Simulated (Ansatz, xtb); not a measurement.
# AlCl2GeH2: where a starting geometry ends

The starting geometry of this gas-phase doublet was built from a drawn formula by distance geometry and a force field; its bonds are those of `[Cl][AlH][GeH][Cl]`.

```xyz
6

Al   -0.5979   -1.5319    0.2402
Cl   -1.9286   -1.0368    1.9837
Cl    2.0102    0.4239    1.9252
Ge    1.6482   -0.7152    0.1805
H    -1.2321   -2.4626   -0.9458
H     1.8388    0.1068   -1.1053
```

Problem. Where would you expect an optimisation with r2SCAN-D4/def2-SVP to take it?

Solution. It keeps its bonds, and is `[Cl][AlH][GeH][Cl]`.

The energy falls by 0.30 eV over 8 steps:

| step | E − E(last) (eV) |
| --- | --- |
| 1 | 0.303 |
| 2 | 0.052 |
| 3 | 0.024 |
| 4 | 0.007 |
| 5 | 0.001 |
| 6 | 0.000 |
| 7 | 0.000 |
| 8 | 0.000 |

Final geometry (Å):

```json
{"atom": "Al", "x (Å)": "-0.7710", "y (Å)": "-1.4920", "z (Å)": "0.2322"}
{"atom": "Cl", "x (Å)": "-1.8084", "y (Å)": "-1.3593", "z (Å)": "2.0583"}
{"atom": "Cl", "x (Å)": "1.9606", "y (Å)": "0.6891", "z (Å)": "1.8232"}
{"atom": "Ge", "x (Å)": "1.5204", "y (Å)": "-0.6754", "z (Å)": "0.1850"}
{"atom": "H", "x (Å)": "-1.3817", "y (Å)": "-2.3133", "z (Å)": "-0.9702"}
{"atom": "H", "x (Å)": "2.2187", "y (Å)": "-0.0649", "z (Å)": "-1.0500"}
```

From the same start GFN2-xTB ends elsewhere, differing in Al1–H6 (1.65 against 3.55 Å here), Ge4–H6 (2.35 against 1.54 Å here).

The end wasn't checked by frequencies. Open shells are spin-unrestricted. Run with Ansatz 0.2.0, 30 s on 2 threads of Intel(R) Xeon(R) Gold 6455B (Sapphire Rapids), with other jobs on the host.
